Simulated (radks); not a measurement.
Excited configurations of Al4+: one electron is placed in a higher orbital outside [He] 2s2 2p4. The ground configuration is [He] 2s2 2p5. Method: non-relativistic Kohn-Sham, PBE, spin-polarised, spherical densities, point nucleus; open shells are filled with parallel spins first; computed with a radial shooting solver on a logarithmic mesh with Libxc functionals. Excitation = E - E(ground); binding = E(ion) - E, where the ion is the core of charge +5; n* = 5/sqrt(2 binding) in atomic units, and the quantum defect is n - n*.

outer orbital,excitation (eV),binding (eV),n*,quantum defect,eigenvalue (eV),<r> (bohr)
3s,93.272,60.981,2.362,0.638,-55.295,1.715
3d,113.41,40.842,2.886,0.114,-35.454,1.885
4s,123.60,30.651,3.331,0.669,-28.038,3.399
4p,126.73,27.520,3.516,0.484,-25.044,3.599
4d,130.79,23.461,3.808,0.192,-21.097,3.817
5s,135.85,18.399,4.300,0.700,-16.934,5.655
5f,140.11,14.141,4.904,0.096,-12.770,6.123
6p,142.79,11.468,5.446,0.554,-10.579,8.901
6f,144.31,9.946,5.848,0.152,-9.070,9.271
7f,146.89,7.365,6.796,0.204,-6.769,12.99

The Delta-SCF ionisation energy is 154.25 eV (NIST Atomic Spectra Database: 153.83 eV, semi-empirical). Self-interaction in the functional shifts the binding energies and quantum defects, so they are the method's values and not measured ones. Open shells are spherical and high-spin; term and fine-structure splittings are not resolved.
